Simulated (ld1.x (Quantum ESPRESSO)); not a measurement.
## Pseudopotential generation for rhodium: PAW, PBEsol, fully relativistic.

* Element: Rh (Z = 45)
* Generator: ld1.x (Quantum ESPRESSO) 7.5
* Type: PAW
* Functional: PBEsol
* Relativity: fully relativistic
* Frozen core: [Ar] 3d10 4s2
* Valence charge: 15
* Reference configuration: 4p6 4d7 5s2 5p0
* Partial waves: 5s (bound): rcut 2.25, rcutus 2.80 bohr; 5s channel at 2.15 Ry: rcut 2.25, rcutus 2.80 bohr; 4p (bound): rcut 1.60, rcutus 1.75 bohr; 5p (bound, empty): rcut 1.60, rcutus 1.75 bohr; 4d (bound): rcut 1.55, rcutus 2.10 bohr; 4d channel at 0.65 Ry: rcut 1.55, rcutus 2.10 bohr
* Local potential: all-electron potential smoothed inside 1.80 bohr (lloc = -1)
* Core correction: a·sin(br)/r model core inside 1.30 bohr
* Augmentation charge: BESSEL, radius 1.50 bohr

Open shells are filled in proportion to 2j + 1 (rel_dist='average').

All-electron outer shells of the reference configuration (PBEsol, scalar-relativistic, ld1.x):

```
shell  level (eV)  outermost node (bohr)  outermost maximum (bohr)
   3d     -304.52                      –                      0.29
   4s      -86.03                   0.47                      0.88
   4p      -53.82                   0.47                      0.94
   4d       -8.68                   0.46                      1.14
   5s       -5.36                   1.18                      2.54
   5p       -1.29                   1.34                      3.47
```

(1) Tests: 4p6 4d8 5s1 5p0; 4p6 4d8 5s0 5p0; 4p6 4d7 5s0 5p0; 4p6 4d7 5s1 5p0; 4p6 4d6 5s0 5p0; 4p6 4d5 5s0 5p0; 4p6 4d9 5s0 5p0. Which has the largest error in its energy relative to the reference configuration, and how large is it?

The ghost test of this file was not conclusive.

Answers

(1) 4p6 4d5 5s0 5p0, with -98 meV (all-electron minus pseudo) on +103.93 eV.
